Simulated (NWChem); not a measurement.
Molecule: CH₅AlO; SMILES [AlH2][O]C

```xyz
8

Al     0.0816    -1.1929    -0.0030
H      1.2493    -2.2565     0.0383
H     -1.4661    -1.5469    -0.0644
O      0.5628     0.4347     0.0218
C      0.0064     1.7055     0.0052
H     -1.0998     1.6943    -0.0378
H      0.2987     2.2709     0.9081
H      0.3676     2.2779    -0.8679
```
Atoms are numbered in this order, from 1.

The geometry was optimised at PBE0/def2-SVP.

Task: Give the principal values of the shielding tensors (ppm) of Al1, O4, C5 from BHandHLYP/pcSseg-1, GIAO (NWChem), with their diamagnetic and paramagnetic parts as GIAO splits them.

Result: 
```json
[
 {"atom": "Al1", "σ11": "346.6", "σ22": "377.8", "σ33": "462.6", "isotropic": "395.7", "diamagnetic": "793.9", "paramagnetic": "-398.2"},
 {"atom": "O4", "σ11": "143.1", "σ22": "305.9", "σ33": "373.3", "isotropic": "274.1", "diamagnetic": "397.4", "paramagnetic": "-123.3"},
 {"atom": "C5", "σ11": "102.8", "σ22": "109.0", "σ33": "180.2", "isotropic": "130.7", "diamagnetic": "243.4", "paramagnetic": "-112.8"}
]
```
